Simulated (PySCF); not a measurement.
C4H7O, charge +2, doublet (typed; the unrestricted solution is spin-contaminated), at a GFN2-xTB geometry of the parent state (a state made from the parent by changing its charge; the spin is typed, not shown lowest); MP2/6-31G (PySCF).

PySCF was given this input:
```python
from pyscf import gto, scf, mp

mol = gto.M(
    atom='''
C    -1.986062    0.387775   -0.023194
C    -0.634091    0.437692    0.549851
C     0.482605   -0.158377   -0.108251
C     1.813710   -0.026073    0.603584
O     0.379543   -0.744348   -1.185477
H    -1.965938   -0.149025   -0.968987
H    -2.376176    1.396902   -0.180061
H    -2.678988   -0.103456    0.665049
H    -0.483966    0.939252    1.494083
H     1.757442   -0.488773    1.586874
H     2.591333   -0.511304    0.020763
H     2.062978    1.025085    0.734160
''',
    basis='6-31g',
    charge=2,
    spin=1,
    verbose=5,
)

mf = scf.UHF(mol)
mf.kernel()

pt = mp.MP2(mf)
pt.kernel()
print('E(MP2) = %.10f' % pt.e_tot)
mf.analyze()
```

**Question.** Write the output that PySCF gives for this input, abridged.

**Answer.** 
```
PySCF version 2.14.0

[INPUT] verbose = 5
[INPUT] max_memory = 4000
[INPUT] num. atoms = 12
[INPUT] num. electrons = 37
[INPUT] charge = 2
[INPUT] spin (= nelec alpha-beta = 2S) = 1
[INPUT] symmetry False subgroup None
[INPUT] Mole.unit = angstrom
[INPUT] Symbol           X                Y                Z      unit          X                Y                Z       unit  Magmom
[...]
[INPUT] ---------------- BASIS SET ----------------
[INPUT] l, kappa, [nprim/nctr], expnt,             c_1 c_2 ...
[INPUT] C
[...]
                                457.36951         0.0140373
                                103.94869         0.0688426
                                29.210155         0.2321844
                                9.286663          0.4679413
                                3.163927          0.362312
[...]
                                1.8812885         -0.1608542
                                0.5442493         1.1434564
[...]
                                1.8812885         0.316424
                                0.5442493         0.7443083
[...]
[INPUT] O
[...]
                                825.23495         0.0139501
                                188.04696         0.0684451
                                52.9645           0.2327143
                                16.89757          0.470193
                                5.7996353         0.3585209
[...]
                                3.5999336         -0.1480263
                                1.0137618         1.130767
[...]
                                3.5999336         0.3397528
                                1.0137618         0.7271586
[...]
[INPUT] H
[...]
                                2.8253937         0.23472695
                                0.6401217         0.81375733
[...]
nuclear repulsion = 167.894593251162
number of shells = 39
number of NR pGTOs = 138
number of NR cGTOs = 59
basis = 6-31g
ecp = {}

******** <class 'pyscf.scf.uhf.UHF'> ********
method = UHF
initial guess = minao
damping factor = 0
level_shift factor = 0
DIIS = <class 'pyscf.scf.diis.CDIIS'>
diis_start_cycle = 1
diis_space = 8
diis_damp = 0
SCF conv_tol = 1e-09
SCF conv_tol_grad = None
SCF max_cycles = 50
direct_scf = True
direct_scf_tol = 1e-13
number electrons alpha = 19  beta = 18
Set gradient conv threshold to 3.16228e-05
E1 = -642.3592004520351  E2 = 243.28138863360456  Ecoul = 274.9226834232517  Exc = -31.641294789647162
init E= -231.183218567268
cond(S) = 1097.8497830359508

  alpha mo_energy =
[-20.78472116 -11.33272467 -11.33076685 -11.32769563 -11.31512657
  -1.760627    -1.39473067  -1.27777948  -0.99977367  -0.74942001
  -0.62703492  -0.57751476  -0.55584364  -0.49503977  -0.48886441
  -0.46050393  -0.42228622  -0.40091086  -0.30419317  -0.15511111
   0.10593402   0.18521118   0.19637016   0.24040359   0.25442914
   0.26577731   0.27282083   0.29710255   0.33864025   0.3731104
   0.43852305   0.49931887   0.7125309    0.72737787   0.75148015
   0.75843344   0.79106982   0.82742355   0.83772252   0.89834835
   0.91198057   0.96033623   0.96967821   1.00353037   1.06982503
   1.10318634   1.1249472    1.13792413   1.14315235   1.1646791
   1.18437971   1.19336251   1.21416552   1.30544068   1.36906715
   1.4563707    1.49238734   1.67532318   2.08217554]
  beta  mo_energy =
[-20.78472116 -11.33272467 -11.33076685 -11.32769563 -11.31512657
  -1.760627    -1.39473067  -1.27777948  -0.99977367  -0.74942001
  -0.62703492  -0.57751476  -0.55584364  -0.49503977  -0.48886441
  -0.46050393  -0.42228622  -0.40091086  -0.30419317  -0.15511111
   0.10593402   0.18521118   0.19637016   0.24040359   0.25442914
   0.26577731   0.27282083   0.29710255   0.33864025   0.3731104
   0.43852305   0.49931887   0.7125309    0.72737787   0.75148015
   0.75843344   0.79106982   0.82742355   0.83772252   0.89834835
   0.91198057   0.96033623   0.96967821   1.00353037   1.06982503
   1.10318634   1.1249472    1.13792413   1.14315235   1.1646791
[...]
converged SCF energy = -229.414484007115  <S^2> = 0.8718604  2S+1 = 2.1183582
E(UMP2) = -229.837402896463  E_corr = -0.422918889347508
E(SCS-UMP2) = -229.836408132941  E_corr = -0.421924125825407
E(MP2) = -229.8374028965
Total Energy =                        -229.414484007115135
[...]
10 H 2s          0.09670  -0.11379   0.11017  -0.02243
11 H 1s         -0.00864   0.01507  -0.02264   0.00431
11 H 2s          0.09431  -0.10632   0.15927  -0.00208

To work with the spin densities directly, `use mulliken_meta_spin()` only printing them here.

 ** Mulliken spin pop alpha/beta on meta-lowdin orthogonal AOs **
 ** Mulliken Spin Density (per AO)  **
spin_pop of  0 C 1s        0.00000
spin_pop of  0 C 2s       -0.00010
spin_pop of  0 C 3s       -0.00001
spin_pop of  0 C 2px      -0.00079
spin_pop of  0 C 2py      -0.00570
spin_pop of  0 C 2pz      -0.00057
spin_pop of  0 C 3px      -0.00006
spin_pop of  0 C 3py      -0.00005
spin_pop of  0 C 3pz       0.00002
spin_pop of  1 C 1s       -0.00000
spin_pop of  1 C 2s        0.01345
spin_pop of  1 C 3s        0.00011
spin_pop of  1 C 2px       0.03029
spin_pop of  1 C 2py       0.01040
spin_pop of  1 C 2pz       0.01440
spin_pop of  1 C 3px       0.00009
spin_pop of  1 C 3py      -0.00006
spin_pop of  1 C 3pz       0.00016
spin_pop of  2 C 1s        0.00000
spin_pop of  2 C 2s       -0.03862
spin_pop of  2 C 3s        0.00048
spin_pop of  2 C 2px      -0.05598
spin_pop of  2 C 2py      -0.18208
spin_pop of  2 C 2pz      -0.08602
spin_pop of  2 C 3px       0.00147
spin_pop of  2 C 3py       0.00021
spin_pop of  2 C 3pz      -0.00049
spin_pop of  3 C 1s       -0.00000
spin_pop of  3 C 2s        0.01078
spin_pop of  3 C 3s       -0.00004
spin_pop of  3 C 2px       0.05316
spin_pop of  3 C 2py       0.00317
spin_pop of  3 C 2pz       0.03339
spin_pop of  3 C 3px      -0.00006
spin_pop of  3 C 3py      -0.00028
spin_pop of  3 C 3pz      -0.00000
spin_pop of  4 O 1s       -0.00000
spin_pop of  4 O 2s        0.02776
spin_pop of  4 O 3s       -0.00069
spin_pop of  4 O 2px       0.89104
spin_pop of  4 O 2py       0.23993
spin_pop of  4 O 2pz       0.08523
spin_pop of  4 O 3px       0.00447
spin_pop of  4 O 3py       0.00220
spin_pop of  4 O 3pz       0.00222
spin_pop of  5 H 1s       -0.00016
spin_pop of  5 H 2s        0.00009
spin_pop of  6 H 1s       -0.00716
spin_pop of  6 H 2s       -0.00019
spin_pop of  7 H 1s       -0.00716
spin_pop of  7 H 2s       -0.00019
spin_pop of  8 H 1s       -0.00300
spin_pop of  8 H 2s        0.00011
spin_pop of  9 H 1s       -0.01412
spin_pop of  9 H 2s       -0.00025
spin_pop of  10 H 1s       -0.00642
spin_pop of  10 H 2s        0.00000
spin_pop of  11 H 1s       -0.01412
spin_pop of  11 H 2s       -0.00025
 ** Mulliken Spin Density (per atom)  **
spin density of  0 C =     -0.00726
spin density of  1 C =      0.06884
spin density of  2 C =     -0.36103
spin density of  3 C =      0.10013
spin density of  4 O =      1.25216
spin density of  5 H =     -0.00007
spin density of  6 H =     -0.00735
spin density of  7 H =     -0.00735
spin density of  8 H =     -0.00290
spin density of  9 H =     -0.01438
spin density of  10 H =     -0.00642
spin density of  11 H =     -0.01438
 ** Mulliken pop alpha/beta on meta-lowdin orthogonal AOs **
 ** Mulliken pop       alpha | beta **
In total            19.00000 | 18.00000
 ** Mulliken atomic charges   ( Nelec_alpha | Nelec_beta ) **
charge of  0C =     -0.32632  (     3.15953      3.16679 )
charge of  1C =      0.38139  (     2.84372      2.77489 )
charge of  2C =      0.43268  (     2.60315      2.96417 )
charge of  3C =     -0.30648  (     3.20330      3.10318 )
charge of  4O =      0.22814  (     4.51201      3.25985 )
charge of  5H =      0.17788  (     0.41103      0.41109 )
charge of  6H =      0.25927  (     0.36669      0.37404 )
charge of  7H =      0.25927  (     0.36669      0.37404 )
charge of  8H =      0.25577  (     0.37067      0.37356 )
charge of  9H =      0.21467  (     0.38548      0.39986 )
charge of  10H =      0.20908  (     0.39225      0.39867 )
charge of  11H =      0.21467  (     0.38548      0.39986 )

WARN: System has nonzero charge 2; the dipole moment is origin-dependent.
Location of origin: [0. 0. 0.]

Dipole moment(X, Y, Z, Debye): -1.41505,  1.91717,  2.89660
```
